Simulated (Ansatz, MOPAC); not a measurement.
Molecule: C5H7Ge, net charge 0, doublet state. SMILES: C1=CCC=[C]1[GeH2]

Atoms: Ge1, C2, C3, C4, C5, C6, H7, H8, H9, H10, H11, H12, H13. Bonds: Ge1-C2, Ge1-H7, Ge1-H8, C2-C3, C2-C6, C3-C4, C3-H9, C4-C5, C4-H10, C4-H11, C5-C6, C5-H12, C6-H13.

Bond lengths (Å) and angles (degrees) optimised at AM1 with MOPAC; PM3 with MOPAC; PBE/6-31G* with LANL2DZ past Ar with Ansatz (an electronic-structure program); B3LYP/LANL2DZ with Ansatz, each started from the B3LYP-D3(BJ)/def2-TZVP structure (Ansatz) of the last column. A row stands for all coordinates that are equal there; 13 of 28 kinds are shown. 6-31G* holds six Cartesian d functions. No wavenumbers were computed at PBE/6-31G* with LANL2DZ past Ar, B3LYP/LANL2DZ, so these may be saddle points.

| coordinate | AM1 | PM3 | PBE/6-31G* with LANL2DZ past Ar | B3LYP/LANL2DZ | B3LYP-D3(BJ)/def2-TZVP |
|---|---|---|---|---|---|
| Ge1-C2 | 1.902 | 1.800 | 1.948 | 1.937 | 1.928 |
| Ge1-H7 | 1.546 | 1.490 | 1.571 | 1.554 | 1.547 |
| Ge1-H8 | 1.546 | 1.490 | 1.570 | 1.554 | 1.546 |
| C2-C3 | 1.383 | 1.380 | 1.374 | 1.379 | 1.356 |
| C2-C6 | 1.457 | 1.449 | 1.477 | 1.489 | 1.474 |
| C3-C4 | 1.507 | 1.501 | 1.505 | 1.517 | 1.500 |
| C3-H9 | 1.087 | 1.088 | 1.093 | 1.085 | 1.080 |
| C4-H10 | 1.119 | 1.105 | 1.110 | 1.102 | 1.097 |
| Ge1-C2-C3 | 127.0 | 126.0 | 126.0 | 126.7 | 126.1 |
| Ge1-C2-C6 | 124.4 | 125.3 | 125.9 | 125.7 | 125.8 |
| C3-C2-C6 | 108.7 | 108.7 | 107.9 | 107.6 | 107.9 |
| C2-C3-C4 | 109.5 | 109.5 | 109.8 | 110.1 | 109.9 |
| C3-C4-C5 | 102.9 | 102.9 | 103.4 | 102.9 | 103.0 |

Mean signed difference of all 13 bond lengths from B3LYP-D3(BJ)/def2-TZVP: AM1 0.007 Å, PM3 -0.013 Å, PBE/6-31G* with LANL2DZ past Ar 0.014 Å, B3LYP/LANL2DZ 0.011 Å.
